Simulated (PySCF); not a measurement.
Gas-phase reaction: SnS + 3 H2S → SnH2 + 2 H2S2

Computed with PySCF (xtb for GFN2) and rigid-rotor harmonic-oscillator thermochemistry at 1 bar. † marks an energy on the PBE0/def2-TZVP geometry and frequencies; other levels use their own. MP2 and CCSD(T) freeze the core. All species are closed-shell singlets. B3LYP is the form with VWN-RPA correlation. Sn: scalar-relativistic def2 core potential, no spin-orbit coupling. No R ln 2 is added for the mirror-image form of H2S2. SnH2: computed as isolated molecules; such fragments, hydroxides, amides, oligomers or adducts are transient or little studied in the gas. MP2 isn't extrapolated to the basis-set limit; its ΔH°(298 K) is 281.5 kJ in def2-SVP and 248.9 kJ in def2-TZVPP. CCSD(T) isn't extrapolated to the basis-set limit; its ΔH°(298 K) is 268.9 kJ in def2-SVP and 232.7 kJ in def2-TZVPP. The harmonic model lacks anharmonicity and excited electronic states, which grow with temperature; levels with a mode under 35 cm⁻¹ are left out. Internal rotation in H2S2 is treated as a harmonic vibration of one conformer, which makes the entropy rough. Warning, large T1 diagnostic: SnS (CCSD(T)/def2-SVP†).

```tsv
level	ΔE electronic, kJ	ΔH°(298 K), kJ	ΔS°(298 K), J/K	ΔG°(1600 K), kJ
B3LYP/def2-TZVP†	224	218	-128	411
BLYP/def2-TZVP†	232	226	-128	419
CCSD(T)/def2-SVP†	275	269	-128	461
GFN2-xTB	96	85	-121	260
MP2/def2-TZVPP†	255	249	-128	441
PBE/def2-SVP	234	226	-126	413
PBE/def2-TZVP†	209	203	-128	396
PBE0/def2-SVP†	232	226	-128	419
ωB97M-V/def2-TZVP†	201	195	-128	387
```
ΔH° is lowest at GFN2-xTB and highest at CCSD(T)/def2-SVP†. No reference value is set beside these.
